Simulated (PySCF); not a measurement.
## First hyperpolarisability: SMILES Fc1ccccn1, C5H4FN

Cartesian coordinates in Å; atom numbers follow the order of the lines, from 1:
```xyz
11

F    -1.9599   -1.6873   -0.0512
C    -0.9038   -0.8863   -0.0457
C    -1.1194    0.4923   -0.0761
C     0.0073    1.3040   -0.0687
C     1.2720    0.7128   -0.0321
C     1.3445   -0.6764   -0.0047
N     0.2687   -1.4645   -0.0114
H    -2.1347    0.8900   -0.1040
H    -0.1001    2.3911   -0.0911
H     2.1812    1.3162   -0.0250
H     2.3157   -1.1827    0.0241
```

Theory: quadratic response CAM-B3LYP/def2-TZVPD first hyperpolarisability, Taylor convention, gas phase (PySCF 2.14.0). Geometry: PBE0-D3(BJ)/def2-SVP.

Q: What is the first hyperpolarisability, and how does it disperse?

A: In 10⁻³⁰ esu, Taylor convention; the vector part is βᵢ = ⅓ Σⱼ (βᵢⱼⱼ + βⱼᵢⱼ + βⱼⱼᵢ); β∥ is 3/5 of the vector part along the dipole, the dipole points from − to +:
| process | λ (nm) | β vector norm | β∥ | β HRS | depolarisation ratio |
| --- | --- | --- | --- | --- | --- |
| static β(0;0,0) | ∞ | 1.47 | -0.76 | 0.59 | 5.75 |
| second harmonic β(−2ω;ω,ω) | 1907 | 1.52 | -0.78 | 0.61 | 5.77 |
| Pockels β(−ω;ω,0) | 1907 | 1.49 | -0.77 | – | – |
| second harmonic β(−2ω;ω,ω) | 1064 | 1.64 | -0.84 | 0.65 | 5.83 |
| Pockels β(−ω;ω,0) | 1064 | 1.53 | -0.78 | – | – |

Q: Which lowest excitations, dipole and polarisabilities go with it?

A: S1 5.47 eV (f = 0.065); S2 5.49 eV (f = 0.004); S3 6.03 eV (f = 0.000); dipole 3.33 D; isotropic α 63.7 au static, 63.9 au at 1907 nm, 64.4 au at 1064 nm, 64.6 au at 953.5 nm, 66.7 au at 532 nm.
